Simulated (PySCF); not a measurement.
Isomers of C5H5FO and their computed core-level spectra.

The calculation used delta-SCF UKS SCAN, pcX-2 on the ionised atom, pcseg-1 elsewhere, spin-free X2C in PySCF. Geometries: GFN2-xTB; isolated species, one conformer each.

Line lists (1s up to Mg, 2p3/2 beyond; areas count atoms within a level, one atom standing for each set equivalent by bonding):
1. C 1s: 290.99 (area 1), 291.49 (area 1), 291.59 (area 1), 293.27 (area 1), 293.32 (area 1) eV; O 1s: 537.60 eV; F 1s: 692.61 eV
2. C 1s: 290.65 (area 1), 291.03 (area 1), 291.17 (area 1), 291.57 (area 1), 295.12 (area 1) eV; O 1s: 538.03 eV; F 1s: 692.52 eV
3. C 1s: 290.08 (area 1), 291.05 (area 1), 291.40 (area 1), 293.12 (area 1), 293.28 (area 1) eV; O 1s: 537.79 eV; F 1s: 693.66 eV

Structures:
A. `C=C/C(C=O)=C/F`
B. `C=C/C=C\C(=O)F`
C. `O=C1C=CC[C@@H]1F`

Problem. Which list belongs to which compound?

Solution. 
- 1 = C: another candidate has the same counts of sites, so positions decide. C 1s: 290.99 alkene CH carbon, 291.49 alkene CH carbon, 291.59 allylic carbon, 293.27 sp3 C–F carbon, 293.32 ketone carbonyl carbon; O 1s: 537.60 ketone oxygen; F 1s: 692.61 alkyl fluorine.
- 2 = B: another candidate has the same counts of sites, so positions decide. C 1s: 290.65 terminal =CH2 carbon, 291.03 alkene CH carbon, 291.17 alkene CH carbon, 291.57 alkene CH carbon, 295.12 acyl halide carbon; O 1s: 538.03 carbonyl oxygen; F 1s: 692.52 acyl fluorine.
- 3 = A: another candidate has the same counts of sites, so positions decide. C 1s: 290.08 terminal =CH2 carbon, 291.05 alkene CH carbon, 291.40 fully substituted alkene carbon, 293.12 vinylic C–F carbon, 293.28 aldehyde carbon; O 1s: 537.79 aldehyde oxygen; F 1s: 693.66 vinyl fluorine.

5 of these hole states are spin-contaminated (⟨S²⟩ up to 0.99, against 0.75; counted from 0.85) and less certain.
